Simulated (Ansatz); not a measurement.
Consider the ligand exchange at a B–C bond: `BCC(B)C` + `F[SiH2][SeH]` → `B[Se][SiH2]F` + `BC(C)C`.

Gas-phase electronic energies from Ansatz, PBE0-D4/def2-TZVP geometries. CBS: MP2 limit from def2 TZ/QZ plus the TZ coupled-cluster correction, frozen cores. DFT in def2-TZVPP. For Se outer-core shells are correlated without core-valence functions, which leaves a few kJ/mol of doubt a bond. Scalar relativity is left out up to krypton. One conformer a species, not always the lowest.

Task: Is it downhill or uphill in electronic energy at CCSD(T)/CBS, and by how much? (Estimate.)

Result: The calculation gave: Downhill: ΔE = -15.7 kcal/mol.

Task: What do these levels give: B2PLYP, PBE, CCSD/def2-TZVPP, CCSD(T)/def2-TZVPP, SCS-MP2/def2-QZVPP, HF/CBS(def2)? (Estimate.)

Result: Ansatz gave: B2PLYP -17.4, PBE -12.1, CCSD/def2-TZVPP -17.6, CCSD(T)/def2-TZVPP -15.9, SCS-MP2/def2-QZVPP -16.9, HF/CBS(def2) -27.1 kcal/mol.

Largest T1 diagnostic among the species: 0.013.

From PBE to PBE0 (25 % exact exchange), in def2-TZVPP and without D4, ΔE moves by −1.0 kcal/mol. The D4 term adds +0.9 kcal/mol with B3LYP and +0.4 kcal/mol with PBE0; it sums over pairs of atoms, weighted by their polarisabilities, and B3LYP, whose exchange is more repulsive, gets the larger term. In def2-TZVPP, CCSD(T) changes the Hartree–Fock value by +11.6 kcal/mol (the triples alone add +1.7 kcal/mol) and MP2 by +13.6 kcal/mol.

B3LYP here is the variant with VWN-RPA as its local correlation; programs differ in this.
